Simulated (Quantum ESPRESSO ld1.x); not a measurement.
Results of a calculation; reference values are marked as such.
One sound ld1.x (Quantum ESPRESSO 7.5) input for neutral xenon gives E = -7441.3629 hartree in 34 iterations:

```
 &input
    zed=54.0,
    iswitch=1,
    rel=1,
    lsd=1,
    dft='PZ',
    config='[Xe]',
    prefix='ld1',
    max_out_wfc=37,
    file_charge='ld1.rho',
 /
```

Changed or added lines, one case at a time, and what came of them:

- rmax=5000.0: harmless. The energy moves by less than 1e-5 hartree against the default mesh (-7441.3629 hartree).
- rel=4: refused. The program stops in ld1_readin with "wrong rel": rel takes 0, 1 or 2.
- beta=1.0: harmless. The Broyden-type mixing copes: 13 iterations against 34, same energy.
- zval=1: refused. The program stops in ld1_readin with "reading input namelist": the namelist holds a keyword that &input does not know.
- lsd=2: refused. The program stops in ld1_readin with "lsd not correct": lsd takes 0 or 1.
- iswitch=5: refused. The program stops in ld1_readin with "wrong iswitch": iswitch takes 1 to 4.
- tr2=1e-1: inaccurate. The cycle stops early, after 5 iterations, and the energy is off by +3.234 hartree against the sound run.
